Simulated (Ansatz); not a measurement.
A nudged elastic band was laid between two geometries of F$_{5}$H$_{3}$OW (10 atoms, charge 0, multiplicity 1).

Level of theory: Ansatz, RKS B3LYP/def2-SVP.

- movable images: 9
- climbing image: yes
- spring: 5.0 eV/Å²
- optimiser: quadratic models (default)
- start path: through a guess of the saddle point
- force threshold: 0.05 eV/Å
- iteration limit: 60
- end points: relaxed

Initial state:

```xyz
10
Properties=species:S:1:pos:R:3
W -0.073 -0.051 0.132
H -0.300 0.204 1.793
F 1.283 -1.073 0.950
F -0.824 1.599 -0.287
F -1.867 -0.481 0.465
F -0.268 -1.593 -0.903
F 1.214 0.498 -1.170
O 1.364 1.485 1.065
H 1.943 1.737 0.321
H 1.934 1.051 1.722
```

Final state:

```xyz
10
Properties=species:S:1:pos:R:3
W 0.091 0.252 -0.531
H 1.233 -0.332 3.051
F 1.803 -0.157 -1.135
F -0.098 1.485 -1.911
F -1.671 0.564 -0.019
F 0.229 -1.081 0.766
F -0.548 -1.058 -1.684
O 0.731 1.516 0.634
H 1.092 2.107 1.305
H 1.543 0.080 3.612
```

Task: Which bonds break or form, and what moves?

Result: Bonds broken: W1–H2, O8–H10. Bonds formed: H2–H10. F5H3OW becomes F5HOW + H2.

Task: Give the energies along the band, and the barrier.

Result: The forces met the threshold. The highest image is number 5 of 0 to 10, 122.9 kJ/mol above the first end and 185.6 kJ/mol above the last; the last end lies 62.7 kJ/mol below the first. The profile has 2 maxima (images 2, 5) with wells between them (image 4): this band takes more than one step, which may be the mechanism or a detour left from its start path. Neighbouring images differ by up to 1.2 eV, so the band resolves the path poorly. A vibrational analysis at the climbing image gives one clearly imaginary mode, 1118i cm⁻¹: a first-order saddle point. The orbitals stay closed-shell, which can raise the energy where a bond breaks towards radicals; this wasn't checked here.

| image | path coordinate (Å) | energy (kJ/mol) | W1–H2 (Å) | O8–H10 (Å) | H2–H10 (Å) |
| --- | --- | --- | --- | --- | --- |
| 0 | 0.00 | 0.0 | 1.70 | 0.97 | 2.39 |
| 1 | 2.33 | 6.0 | 1.70 | 0.97 | 3.06 |
| 2 | 4.67 | 42.4 | 1.71 | 0.98 | 3.23 |
| 3 | 7.00 | 12.7 | 1.70 | 0.97 | 2.48 |
| 4 | 9.33 | 2.5 | 1.69 | 0.97 | 2.65 |
| 5 | 11.67 | 122.9 | 1.94 | 1.33 | 0.93 |
| 6 | 12.46 | 33.3 | 2.47 | 1.99 | 0.76 |
| 7 | 13.25 | -13.3 | 3.02 | 2.31 | 0.76 |
| 8 | 14.03 | -44.9 | 3.38 | 2.51 | 0.76 |
| 9 | 14.82 | -59.8 | 3.62 | 2.98 | 0.76 |
| 10 | 15.61 | -62.7 | 3.80 | 3.40 | 0.76 |

Task: What is the geometry of the highest image?

Result: 
```xyz
10
Properties=species:S:1:pos:R:3
W 0.171 0.167 -0.058
H 0.481 -0.556 1.716
F 2.001 -0.209 -0.083
F -0.119 1.810 -0.891
F -1.456 0.515 0.760
F -0.421 -1.609 0.038
F 0.229 -0.325 -1.856
O 0.904 1.544 1.353
H 1.853 1.719 1.246
H 0.765 0.321 1.863
```

Run time: 17 min on 4 threads of Arm Neoverse V2 (shared host), peak memory 0.36 GiB.
